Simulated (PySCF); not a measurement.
EPR parameters of C5H7ClFO

Compound: C5H7ClFO (doublet state).
Atom-mapped SMILES: `[F:1]/[CH:2]=[CH:3]/[CH2:4][O:5][CH2:6][CH:7][Cl:8]` (hydrogens: H9 on C2; H10 on C3; H11, H12 on C4; H13, H14 on C6; H15 on C7)

Cartesian coordinates in Å at the GFN2-xTB level; atoms count from 1:
```xyz
15
C5H7ClFO angstrom
F     -3.2604   -0.0434    1.0954
C     -2.1435   -0.5036    0.5102
C     -1.5260    0.1684   -0.4410
C     -0.2828   -0.3197   -1.1237
O      0.7622    0.6274   -1.0998
C      1.2781    0.9239    0.2001
C      1.9690   -0.2076    0.8592
Cl     3.4871   -0.6979    0.3105
H     -1.8525   -1.4680    0.9022
H     -1.9000    1.1307   -0.7589
H     -0.4870   -0.4682   -2.1890
H      0.0415   -1.2748   -0.6876
H      0.4641    1.2702    0.8516
H      1.9739    1.7467    0.0103
H      1.4719   -0.8761    1.5386
```

The hyperfine couplings belong to this conformer and change with its torsions.

Method: UKS B3LYP, pcH-1 on C Cl F H O, non-relativistic, mean-field spin-orbit, GIAO (PySCF 2.14.0). Isolated species at its GFN2-xTB geometry (one conformer only). A GFN2-xTB geometry isn't a minimum of the functional, and hyperfine couplings can be far from their values at a DFT geometry. No stability test was run, so a lower SCF solution isn't excluded.

* g1, g2, g3: 2.00159, 2.00863, 2.00981
* g_iso: 2.00668
* Form of g: close to axial: the two nearest values differ by 14 % of g3 − g1
* ⟨S²⟩: 0.7541 (exact 0.7500)
* HOMO–LUMO gap, α and β orbitals: 5.84, 5.00 eV
* Total energy: -829.93274 Eh

Hyperfine couplings atom by atom, in MHz; T1 to T3 are the principal values of the dipolar part:

| atom | isotope | a_iso | of which spin–orbit | T1 | T2 | T3 | Mulliken spin population |
| --- | --- | --- | --- | --- | --- | --- | --- |
| F1 | 19F | 0.5 | 0.0 | -1.3 | -0.8 | 2.1 | 0.00 |
| C2 | 13C | 0.2 | 0.0 | -0.5 | -0.2 | 0.7 | 0.00 |
| C3 | 13C | -0.6 | 0.0 | -0.3 | -0.2 | 0.6 | 0.00 |
| C4 | 13C | 1.9 | 0.0 | -1.3 | 0.6 | 0.7 | 0.00 |
| O5 | 17O | -25.9 | -0.1 | -19.9 | 9.7 | 10.3 | 0.05 |
| C6 | 13C | -17.5 | 0.0 | -1.5 | -0.9 | 2.4 | -0.05 |
| C7 | 13C | 114.2 | 0.6 | -78.6 | -77.9 | 156.6 | 0.92 |
| Cl8 | 35Cl | 6.3 | 0.0 | -34.5 | -24.5 | 59.0 | 0.11 |
| H9 | 1H | 0.0 | 0.0 | -1.1 | -0.9 | 2.0 | 0.00 |
| H10 | 1H | 0.8 | 0.0 | -1.0 | -0.8 | 1.7 | 0.00 |
| H11 | 1H | 0.2 | 0.0 | -1.8 | -1.0 | 2.8 | 0.00 |
| H12 | 1H | -1.5 | 0.0 | -4.7 | -2.9 | 7.7 | 0.00 |
| H13 | 1H | 5.8 | 0.0 | -6.1 | -3.9 | 10.0 | 0.00 |
| H14 | 1H | 35.6 | 0.0 | -5.5 | -3.7 | 9.2 | 0.02 |
| H15 | 1H | -59.6 | 0.1 | -36.3 | -1.6 | 37.9 | -0.04 |

The Mulliken spin populations are largest on C7 (+0.92) and Cl8 (+0.11). C7 is the only atom above +0.15. The angles at C7 add up to 358.7°, so it is planar; its axial dipolar tensor and the negative coupling of its proton fit spin in a p orbital normal to that plane.

Axes: g3 points within 15° of the C6–C7 bond.

Under fast tumbling the dipolar parts average out, and these isotropic splittings remain: 1 × 1H (H15, I = 1/2, 2 lines) with 2.12 mT, 2 × 1H (H13/H14, I = 1/2, 3 lines) with 0.74 mT and 1 × 35Cl (Cl8, I = 3/2, 4 lines) with 0.22 mT.

Means are taken over nuclei equivalent by connectivity, which assumes that they swap fast. The 1H value of +20.7 MHz is a mean of couplings from 5.8 to 35.6 MHz in this one geometry, not an average over conformers.

Main isotope only: 35Cl (natural samples also hold 24 % 37Cl, magnetic too, which adds its own pattern).

The 13C coupling of C7 (114.2 MHz) shows only in satellite lines or after enrichment, since that isotope makes up about 1.07 % of natural carbon.

The 17O coupling of O5 (-25.9 MHz) shows only in satellite lines or after enrichment, since that isotope makes up about 0.038 % of natural oxygen.
